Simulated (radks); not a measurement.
Species: As II. Configuration: [Ar] 3d10 4s2 4p2.

Method: scalar-relativistic Kohn-Sham, PBEsol, spin-polarised, spherical densities, finite nucleus; open shells are filled with parallel spins first; Fermi nuclear charge, rms radius 4.0968 fm; computed with a radial shooting solver on a logarithmic mesh with Libxc functionals.

Energy parts (eV):
| part | energy |
|---|---|
| total | -61467.538 |
| kinetic | 62645.093 |
| electron-nucleus | -147909.098 |
| Hartree | 26021.385 |
| exchange-correlation | -2224.918 |

Orbitals (lengths in bohr, moments of r in powers of bohr; r(90%) holds 90 % of the orbital's charge):
orbital,occ.,eigenvalue (eV),r(90%),<r>
1s up,1,-11719.65,0.0814,0.04552
1s down,1,-11719.55,0.0814,0.04552
2s up,1,-1495.211,0.314,0.2029
2s down,1,-1495.168,0.314,0.2029
2p up,3,-1312.693,0.289,0.1773
2p down,3,-1312.612,0.289,0.1773
3s up,1,-199.5852,0.894,0.5988
3s down,1,-199.4731,0.894,0.5987
3p up,3,-143.1580,0.948,0.6177
3p down,3,-143.0258,0.947,0.6173
3d up,5,-50.3581,1.14,0.6794
3d down,5,-50.1368,1.13,0.6755
4s up,1,-24.1021,2.79,1.876
4s down,1,-22.2070,2.79,1.867
4p up,2,-14.0860,3.46,2.288
4p down,0,-12.1331,3.55,2.323

The highest occupied level is 4p up at -14.086 eV. For comparison, the ionisation energy in NIST's Atomic Spectra Database is 18.589 eV (measured). In exact Kohn-Sham theory the highest level is minus the ionisation energy, but local and semilocal functionals leave it too shallow, through self-interaction and a potential that decays too fast; potentials with the right tail come closer.
